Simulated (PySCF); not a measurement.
## Electronic absorption of C3H3F2NSi

Compound: C3H3F2NSi.
SMILES: `N#C/C=C/[SiH](F)F`

Computed, not measured: TDDFT wB97X-D/def2-SVPD, vertical, gas phase, core orbitals frozen in the response in PySCF 2.14.0, density-fitted response routines. The structure is a single GFN2-xTB conformer in the gas phase; no vibrational or solvent corrections. Torsions of this conformer, `[N:1]#[C:2]/[CH:3]=[CH:4]/[SiH:5]([F:6])[F:7]`: C3–C4–Si5–F6 -12°.

Q: What does the calculation give for the low-lying excited states?

A: 

```json
{"state": "S1", "E (eV)": "6.07", "ν̃ (cm⁻¹)": "48970", "f": "0.041", "|μ| (D)": "1.33", "main configurations (H = HOMO, L = LUMO)": "H-1→L (82%)"}
{"state": "S2", "E (eV)": "6.11", "ν̃ (cm⁻¹)": "49290", "f": "0.409", "|μ| (D)": "4.20", "main configurations (H = HOMO, L = LUMO)": "H→L (85%)"}
{"state": "S3", "E (eV)": "6.53", "ν̃ (cm⁻¹)": "52660", "f": "0.0059", "|μ| (D)": "0.49", "main configurations (H = HOMO, L = LUMO)": "H-2→L (85%)"}
{"state": "S4", "E (eV)": "7.49", "ν̃ (cm⁻¹)": "60410", "f": "0.0022", "|μ| (D)": "0.28", "main configurations (H = HOMO, L = LUMO)": "H→L+3 (38%), H→L+2 (30%), H→L+1 (17%)"}
{"state": "S5", "E (eV)": "7.63", "ν̃ (cm⁻¹)": "61520", "f": "0.0084", "|μ| (D)": "0.54", "main configurations (H = HOMO, L = LUMO)": "H-3→L (92%)"}
{"state": "S6", "E (eV)": "8.08", "ν̃ (cm⁻¹)": "65170", "f": "0.141", "|μ| (D)": "2.14", "main configurations (H = HOMO, L = LUMO)": "H-4→L (68%)"}
{"state": "S7", "E (eV)": "8.12", "ν̃ (cm⁻¹)": "65520", "f": "0.016", "|μ| (D)": "0.71", "main configurations (H = HOMO, L = LUMO)": "H→L+1 (66%), H→L+3 (11%)"}
{"state": "S8", "E (eV)": "8.54", "ν̃ (cm⁻¹)": "68850", "f": "0.0009", "|μ| (D)": "0.16", "main configurations (H = HOMO, L = LUMO)": "H-5→L (64%), H-8→L (19%)"}
```

Triplets, Tamm–Dancoff:

```
state  E (eV)  λ (nm)  main configurations (H = HOMO, L = LUMO)
   T1    3.65   339.2                                 H→L (93%)
   T2    5.74   215.9                               H-1→L (91%)
   T3    6.01   206.4                               H-2→L (90%)
```

The lowest singlet comes at 204 nm (586 kJ/mol) in the ultraviolet; it is of moderate strength; its leading configuration is HOMO-1→LUMO (82%). The strongest level in the table is S2 at 6.11 eV (203 nm, f = 0.409). Löwdin shares by element: HOMO carbon 68%, nitrogen 24%; LUMO carbon 68%, nitrogen 13% (atoms not listed hold the other 19%). Of the 8 states listed, 4 reach f = 0.01 and none stays under 0.0005. Weighted by f, the mean energy of these states is 6.64 eV. Orbital energies (eV): HOMO-3 -12.97, HOMO-2 -12.36, HOMO-1 -12.05, HOMO -10.81, LUMO -0.84, LUMO+1 1.58, LUMO+2 1.97. Only the lowest 8 singlets were computed, as vertical energies without vibronic structure.
